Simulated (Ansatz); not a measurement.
Total energies of the cluster TiCl₃ from Ansatz at PBE0-D4/def2-TZVP, gas phase (1 Eh = 27.2114 eV = 2625.5 kJ/mol). The reference geometry is relaxed at PBE-D4/def2-SVP.

```xyz
4

Ti   -0.002   -0.001   -0.001
Cl   -1.945    0.420    0.917
Cl    1.053   -1.863    0.462
Cl    0.894    1.445   -1.378
```

```csv
state,geometry,energy (Eh)
charge 0 doublet,reference,-2229.65986
charge 1 singlet,reference,-2229.31799
charge 0 quartet,relaxed at PBE-D4/def2-SVP,-2229.54012
free Ti atom (triplet),–,-849.14317
free Cl atom (doublet),–,-459.99739
```

(1) Work out the vertical ionisation energy to the singlet.

(2) Which of the charge 0 states is lowest, and how far above it are the others?

(3) What is the binding energy per atom against free atoms?

(1) E(charge 1 singlet) − E(charge 0 doublet) = -2229.31799 − (-2229.65986) = 0.34187 Eh = 9.30 eV. For comparison, −ε of the highest occupied level of the spin that leaves is 7.71 eV at this level, 1.59 eV less.

(2) The doublet. quartet: -2229.54012 − (-2229.65986) = 0.11974 Eh = 314.4 kJ/mol.

(3) Atoms: 1 × (-849.14317) + 3 × (-459.99739) = -2229.13534 Eh. Binding: -2229.13534 − (-2229.65986) = 0.52452 Eh = 14.27 eV, or 3.57 eV for each of 4 atoms (no zero-point energy, no counterpoise term).

The structure comes from a short search, and lower isomers may exist.
